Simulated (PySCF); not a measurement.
3-methylidenefuran (C5H6O), SMILES O1CC(C=C1)=C. Atoms are numbered in the order given.

```xyz
12

C      0.0352    -2.1526     0.0000
C      0.0558    -0.8089     0.0000
C      1.1972     0.1004     0.0000
C      0.7159     1.3612     0.0000
O     -0.6329     1.4575     0.0000
C     -1.1559     0.1128     0.0000
H      0.9631    -2.7288     0.0000
H     -0.9041    -2.7113     0.0000
H      2.2454    -0.1899     0.0000
H      1.2460     2.3143     0.0000
H     -1.7883    -0.0109    -0.8944
H     -1.7883    -0.0109     0.8944
```

Geometry: B3LYP-D3(BJ)/def2-SVP. The values are those of a single conformer.

The numbers are results of PBE/pcSseg-1 run with PySCF, not measurements.

GIAO shieldings, no solvent; atoms listed in one row are averaged. δ = σ(ref) − σ: ¹³C against TMS (σ = 182.0 ppm); ¹⁷O against H2O (σ = 334.3 ppm); ¹H against TMS (σ = 31.49 ppm), references at their B3LYP-D3(BJ)/def2-TZVP geometries, non-relativistic.

```
nucleus     atoms  count  δ (ppm)
-------  --------  -----  -------
¹³C            C4      1    163.7
¹³C            C2      1    157.4
¹³C            C3      1    112.9
¹³C            C1      1     98.7
¹³C            C6      1     82.7
¹⁷O            O5      1    180.1
¹H            H10      1     6.91
¹H             H9      1     5.85
¹H             H7      1     5.28
¹H       H11, H12      2     5.22
¹H             H8      1     5.04
```
